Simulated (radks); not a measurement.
Neutral ruthenium: order these configurations by energy. Method: Dirac Kohn-Sham, PBE, spin-unpolarised, spherical densities, finite nucleus; Fermi nuclear charge, rms radius of each element as measured or else 0.836 A^(1/3) + 0.57 fm; computed with a radial shooting solver on a logarithmic mesh with Libxc functionals. Sub-shells are occupied by j as written (lower j first in brackets). [Kr] 4d(3/2: 3, 5/2: 4) 5p(1/2: 1, 3/2: 0); [Kr] 4d(3/2: 3, 5/2: 4) 5s1; [Kr] 4d(3/2: 4, 5/2: 2) 5s1 5p(1/2: 1, 3/2: 0); [Kr] 4d(3/2: 4, 5/2: 2) 5s2; [Kr] 4d(3/2: 4, 5/2: 3) 5p(1/2: 1, 3/2: 0); [Kr] 4d(3/2: 4, 5/2: 3) 5s1; [Kr] 4d(3/2: 4, 5/2: 4).

Answer. From the lowest, in eV above it: [Kr] 4d(3/2: 4, 5/2: 4) 0.000; [Kr] 4d(3/2: 4, 5/2: 3) 5s1 0.183; [Kr] 4d(3/2: 3, 5/2: 4) 5s1 0.504; [Kr] 4d(3/2: 4, 5/2: 2) 5s2 1.708; [Kr] 4d(3/2: 4, 5/2: 3) 5p(1/2: 1, 3/2: 0) 3.552; [Kr] 4d(3/2: 3, 5/2: 4) 5p(1/2: 1, 3/2: 0) 3.879; [Kr] 4d(3/2: 4, 5/2: 2) 5s1 5p(1/2: 1, 3/2: 0) 5.539.
